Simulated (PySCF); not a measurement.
Z-matrix (Å, degrees):
```
Ga
H 1 1.6151
Cl 1 2.1914 2 115.06
```
Charge 0, spin multiplicity 2.

What is the computed total energy, highest occupied spin orbital and dipole moment (TPSSh-D3(BJ)/def2-TZVP // B3LYP-D3(BJ)/def2-TZVP (PySCF))?


- total energy: -64917.55 eV
- highest occupied spin orbital: -5.91 eV
- dipole moment: 2.05 D
